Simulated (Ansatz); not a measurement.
[Ga(OMe)H3]- (CH6GaO⁻), relaxed as a singlet with RKS PBE0-D4/def2-TZVPD in Ansatz, starting from the GFN2-xTB (ALPB water) geometry. Force threshold 0.02 eV/Å.

Start:

```csv
atom,x (Å),y (Å),z (Å)
Ga1,-1.092,-0.372,1.011
O2,0.132,0.039,-0.136
C3,1.140,0.385,-1.059
H4,1.935,0.938,-0.552
H5,0.719,1.011,-1.850
H6,1.562,-0.521,-1.504
H7,-1.211,-1.946,1.121
H8,-2.472,0.238,0.543
H9,-0.713,0.226,2.427
```

| step | energy (eV) | largest force component (eV/Å) | SCF passes |
| --- | --- | --- | --- |
| 1 | -55551.0922 | 4.286 | 15 |
| 2 | -55551.3192 | 2.244 | 21 |
| 3 | -55551.4045 | 0.344 | 20 |
| 4 | -55551.4119 | 0.601 | 20 |
| 5 | -55551.4211 | 1.221 | 26 |
| 6 | -55551.5678 | 0.872 | 25 |
| 7 | -55551.6839 | 0.439 | 25 |
| 8 | -55551.7685 | 0.237 | 20 |
| 9 | -55551.8178 | 0.088 | 26 |
| 10 | -55551.8384 | 0.083 | 26 |
| 11 | -55551.8406 | 0.278 | 26 |
| 12 | -55551.8519 | 0.065 | 21 |
| 13 | -55551.8527 | 0.013 | 21 |

Force components are those of the run's own axes.

End:

```xyz
9

Ga   -0.984   -0.430    0.912
O     0.306   -0.784   -0.430
C     0.980    0.305   -0.929
H     1.525    0.879   -0.152
H     0.320    1.035   -1.440
H     1.735   -0.010   -1.674
H    -1.583   -1.865    1.330
H    -2.096    0.557    0.256
H    -0.202    0.313    2.126
```

By distances, no bond broke or formed. The bond that changes most is Ga1–O2, from 1.73 to 1.89 Å (atoms count from 1).

No frequencies were taken in this run, so the end may be a saddle point.

Hardware: 4 threads of Arm Neoverse V2 on a shared host. Wall time 26 s.
